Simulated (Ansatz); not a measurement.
System: C2H5Br3Si, charge 0, multiplicity 1. 
Coordinates optimised at B3LYP-D3(BJ)/def2-TZVP (Ansatz, a program for electronic structure):
```xyz
11

C     -3.0830     0.1164     0.2481
C     -1.9666    -0.9201     0.0935
Si    -0.2525    -0.2034     0.0064
Br    -0.0748     1.1731    -1.7333
Br     0.2056     0.9389     1.8608
Br     1.2409    -1.8357    -0.2165
H     -3.0966     0.8120    -0.5915
H     -2.9598     0.6977     1.1624
H     -4.0560    -0.3750     0.2920
H     -1.9648    -1.6253     0.9295
H     -2.1010    -1.5115    -0.8167
```
Charge 0, spin multiplicity 1.

Basis-set convergence of Hartree-Fock and CCSD correlation energies (hartree) with Ansatz. Cores are frozen in the correlated levels unless marked. No spin-orbit coupling. The frozen core is the preceding noble-gas configuration, with the filled d and f shells of earlier blocks. Non-relativistic.

```csv
basis,functions,E(HF),"E(corr, CCSD)"
def2-SVP,167,-8083.89794,-0.79941
def2-TZVPP,318,-8085.03789,-1.01504
def2-QZVPP,601,-8085.19814,-1.09282
```

Extrapolating the two largest sets (X = 3 and 4) as X^-3: E(corr) = (64·(-1.09282) - 27·(-1.01504))/37 = -1.1496 Eh, an estimate of the basis-set limit. The largest set recovers 95.1 % of it, the smallest 69.5 %.
